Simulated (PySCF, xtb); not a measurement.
BiHF2, SMILES [F][BiH][F].

xtb with GFN2-xTB at its own geometry gives an orbital gap of 6.22 eV and a dipole moment of 6.61 D.

Coordinates come from a PBE0-D3(BJ)/def2-TZVP optimisation. The def2 effective core potentials stand for the cores of Bi; spin–orbit coupling is left out.

Problem. What does r2SCAN/def2-TZVPD run with PySCF give? (An estimate is asked for; the answer gives what the named calculation found.)

Solution. gap 5.30 eV (levels -7.58 and -2.28 eV), dipole 4.23 D.
